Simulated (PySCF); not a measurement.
PySCF input file for ZrO2, SMILES [O]=[Zr]=[O], multiplicity 1, B3LYP-D3(BJ)/def2-TZVP. The structure is a stationary point at B3LYP-D3(BJ)/def2-TZVP. The spin state was assumed, not searched. The isomer is the one that the SMILES or the coordinates give; other isomers of the formula were not compared. The def2 effective core potentials stand for the cores of Zr; spin–orbit coupling is left out.

```python
import numpy as np
from pyscf import gto, scf, dft, df
from pyscf.hessian import thermo

mol = gto.M(
    atom='''
    Zr    0.00000000    0.00000000    0.29763404
    O     0.00000000    1.43847426   -0.74408510
    O     0.00000000   -1.43847426   -0.74408510
    ''',
    basis='def2-TZVP',
    ecp={'Zr': 'def2-tzvp'},
    charge=0,
    spin=0,
    max_memory=1600,
    verbose=3,
)
mf = dft.RKS(mol, xc='b3lyp').density_fit(auxbasis='def2-universal-jkfit')
mf.disp = 'd3bj'
mf.grids.level = 3
mf.conv_tol = 1e-11
mf.max_cycle = 100
mf.kernel()

# analytic Hessian; the response equations are solved on a coarser grid
h, args, fine = mf.Hessian(), (mf.mo_energy, mf.mo_coeff, mf.mo_occ), mf.grids
h.max_memory = max(150, 2.5e-5 * df.make_auxmol(mol, mf.with_df.auxbasis).nao * mol.nelec[0] * (mol.nelec[0] + mol.nao))  # MB; small integral blocks
h1ao = h.make_h1(mf.mo_coeff, mf.mo_occ)
mf.grids = dft.Grids(mol).set(level=1).build(with_non0tab=True)
mo1, mo_e1 = h.solve_mo1(*args, h1ao)
mf.grids = fine
hess = h.hess_elec(*args, mo1, mo_e1, h1ao) + h.hess_nuc()
if mf.do_disp():
    hess += h.get_dispersion()
for i in range(mol.natm):  # the analytic DFT Hessian lacks the response of the grid: restore translational invariance
    hess[i, i] -= hess[i].sum(axis=0)
hess = (hess + hess.transpose(1, 0, 3, 2)) / 2
vib = thermo.harmonic_analysis(mol, hess, imaginary_freq=False)
thermo.dump_normal_mode(mol, vib)
th = thermo.thermo(mf, vib['freq_au'][vib['freq_au'] > 0], 298.15, 101325)
thermo.dump_thermo(mol, th)
g0 = mf.nuc_grad_method().set(verbose=0).kernel()

# dipole derivatives [dipole axis, atom, xyz] from the same response
r, irp = mol.intor('int1e_r'), mol.intor('int1e_irp').reshape(3, 3, mol.nao, mol.nao)
sl, dm0, ok = mol.aoslice_by_atom(), np.array(mf.make_rdm1()), []
dmu = np.einsum('a,xt->xat', mol.atom_charges(), np.eye(3))
for a, (_, _, p0, p1) in enumerate(sl):
    dmu[:, a] += 2 * np.einsum('xtij,ij->xt', irp[:, :, :, p0:p1], dm0.reshape(-1, mol.nao, mol.nao).sum(0)[:, p0:p1])
    for u, c, occ, f in [(mo1, mf.mo_coeff, mf.mo_occ, 4)]:
        dmu[:, a] -= f * np.einsum('tui,xuv,vi->xt', u[a], r, c[:, occ > 0], optimize=True)
L = vib['norm_mode']
ir = 974.8801 * (np.einsum('xat,kat->kx', dmu, L) ** 2).sum(1)       # km/mol
apt = np.einsum('xax->a', dmu) / 3

# polarisability derivatives from nuclear gradients in small electric fields
h0, F = mf.get_hcore(), 0.005
def in_field(f, guess):
    m = mf.copy()
    m.verbose, m.conv_tol, m.conv_tol_grad = 0, 1e-11, 2e-7
    m.get_hcore = lambda *a: h0 + np.einsum('x,xij->ij', f, r)
    m.kernel(guess)
    ok.append(m.converged)
    dm = np.array(m.make_rdm1())
    g = m.nuc_grad_method().kernel() - np.outer(mol.atom_charges(), f)
    for a, (_, _, p0, p1) in enumerate(sl):
        g[a] -= 2 * np.einsum('x,xtij,ij->t', f, irp[:, :, :, p0:p1], dm[:, p0:p1])
    return g, -np.einsum('xij,ij->x', r, dm), dm
E = np.eye(3) * F
g0, _, dm0 = in_field(np.zeros(3), dm0)
gp = [in_field(e, dm0) for e in E]
gm = [in_field(-e, 2 * dm0 - p[2]) for e, p in zip(E, gp)]
alpha = np.array([(p[1] - q[1]) / (2 * F) for p, q in zip(gp, gm)])  # bohr^3
check = abs(np.array([-(p[0] - q[0]) / (2 * F) for p, q in zip(gp, gm)]) - dmu).max()
print('static polarisability / bohr^3:', alpha.round(3))
print('largest difference of analytic and finite-field dipole derivatives / e:', check)
da = np.zeros((3, 3, mol.natm, 3))
for x in range(3):
    da[x, x] = -(gp[x][0] + gm[x][0] - 2 * g0) / F**2
for x, y in ((0, 1), (0, 2), (1, 2)):
    up, down = in_field(E[x] + E[y], gp[x][2] + gp[y][2] - dm0), in_field(-E[x] - E[y], gm[x][2] + gm[y][2] - dm0)
    both = -(up[0] + down[0] - 2 * g0) / F**2
    da[x, y] = da[y, x] = (both - da[x, x] - da[y, y]) / 2
aq = np.einsum('xyat,kat->kxy', da, L) * 0.529177210903**2           # A^2/amu^1/2
a = np.einsum('kxx->k', aq) / 3
g2 = 1.5 * (aq**2).sum((1, 2)) - 4.5 * a**2
raman, depol = 45 * a**2 + 7 * g2, 3 * g2 / (45 * a**2 + 4 * g2 + 1e-12)
print('mode   freq/cm-1   IR/(km/mol)   Raman/(A^4/amu)   depolarisation')
for k, w in enumerate(vib['freq_wavenumber']):
    print(f'{k + 1:4d} {w:11.2f} {ir[k]:13.3f} {raman[k]:17.3f} {depol[k]:16.3f}')
print('max |gradient| / (hartree/bohr):', abs(g0).max())
print('APT charges:', apt.round(4))
```

Log of the run:

```
converged SCF energy = -197.631652180117

WARN: DFTD3 does not support analytical Hessian, using finite difference


WARN: Mole.unit (angstrom) is changed to Bohr

Mode                                 0                   1                   2
Irrep
Freq [cm^-1]                      303.4077            865.5925            935.9506
Reduced mass [au]                  17.9890             18.9169             17.8463
Force const [Dyne/A]                0.9757              8.3508              9.2109
Char temp [K]                     436.5361           1245.3949           1346.6246
Normal mode                   x     y     z       x     y     z       x     y     z
       0  Zr                 0.00  0.00 -0.04   -0.00 -0.05 -0.00    0.00 -0.00  0.04
       1   O                -0.00  0.12  0.11   -0.00  0.13 -0.09   -0.00  0.13 -0.11
       2   O                 0.00 -0.12  0.11    0.00  0.13  0.09   -0.00 -0.13 -0.11
temperature 298.1500 [K]
pressure 101325.00 [Pa]
Rotational constants [GHz] 19.65949 7.63291 5.49820
Symmetry number 2
Zero-point energy (ZPE) 0.00480 [Eh]   12590.402 [J/mol]
                           tot       elec      trans        rot        vib
Entropy [J/mol/K]       268.291      0.000    168.784     92.481      7.025
Cv [J/mol/K]             36.109      0.000     12.472     12.472     11.166
Cp [J/mol/K]             44.424      0.000     20.786     12.472     11.166
Internal energy [J/mol]                      3718.434   3718.434  13967.410
Internal energy [Eh]   -197.62350  -197.63165
Enthalpy [J/mol]                             6197.391   3718.434  13967.410
Enthalpy [Eh]          -197.62256
Gibbs free energy [J/mol]                  -44125.673 -23854.884  11872.819
Gibbs free energy [Eh] -197.65302
static polarisability / bohr^3: [[23.257 -0.    -0.   ]
 [ 0.    53.863  0.   ]
 [-0.     0.    36.454]]
largest difference of analytic and finite-field dipole derivatives / e: 0.0032966450904223787
mode   freq/cm-1   IR/(km/mol)   Raman/(A^4/amu)   depolarisation
   1      303.41         9.923             9.867            0.637
   2      865.59       339.608            20.806            0.750
   3      935.95        49.207            70.744            0.047
max |gradient| / (hartree/bohr): 0.00015265236393980283
APT charges: [ 1.8569 -0.9284 -0.9284]
```

The calculation finished and met its thresholds.
